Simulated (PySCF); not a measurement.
**Diatomic cations of Bi with the third period**

PBE0 with double-zeta basis sets in PySCF, for the lowest determinant that a PBE0 search found; no spin–orbit coupling. De refers to high-spin ground-configuration atoms (the charge goes to the atom of lower measured ionisation energy or higher electron affinity, which is not always the lowest computed limit). A positive dipole points towards Bi; it is taken about the centre of mass and depends on that origin.

| M | basis | charged atom | state (unpaired electrons) | Re (Å) | ωe (cm⁻¹) | De (eV) | μ (D) |
| --- | --- | --- | --- | --- | --- | --- | --- |
| Na | def2-SVP | Na+ | quartet (σ ↑, π ↑↑) | 3.439 | 94.2 | n/a | -11.90 |
| Mg | def2-SVP | Bi+ | triplet (π ↑↑) | 2.838 | 223 | n/a | -9.15 |
| Al | cc-pV(D+d)Z/cc-pVDZ-PP | Al+ | quartet (σ ↑, π ↑↑) | 2.877 | 177 | n/a | -6.51 |
| Si | def2-SVP | Bi+ | triplet (π ↑↑) | 2.612 | 326 | n/a | -3.56 |
| Cl | def2-SVP | Bi+ | doublet (π ↑) | 2.372 | 403 | n/a | 2.06 |

The shortest bond is that of BiCl⁺ (2.372 Å), the longest that of NaBi⁺ (3.439 Å).

The rows differ in basis set, which adds steps of its own.

The state changes along the series, so neighbouring rows are not always alike in their bonding.

These are scalar-relativistic numbers at best; spin–orbit coupling would shift them, the dissociation energy most. States were picked by a PBE0 search and need not be the measured ground states.
